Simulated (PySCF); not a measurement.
Relaxation of singlet NSe₃⁻

All numbers come from B3LYP/[N def2-SVPD, Se def2-SVPD], no relativity, density fitting, PySCF. A (50,194) grid was used.

A hand-made trigonal planar start, of D3h symmetry, held to at least that symmetry:

```xyz
4
charge -1 multiplicity 1, angstrom
N     0.0000    0.0000    0.0000
Se    1.6700    0.0000    0.0000
Se   -0.8350    1.4463    0.0000
Se   -0.8350   -1.4463    0.0000
```

Task: What does it relax to?

Result: It ends at D3h with N–Se 1.847 Å (×3); Se–N–Se 120.0° (×3). A frequency run shows a minimum. Other isomers or separated fragments may lie lower.

Task: How much energy is released, and in how many steps?

Result: 156.6 kJ/mol in 5 steps.

The relaxation took about 90 core-seconds on a shared host.
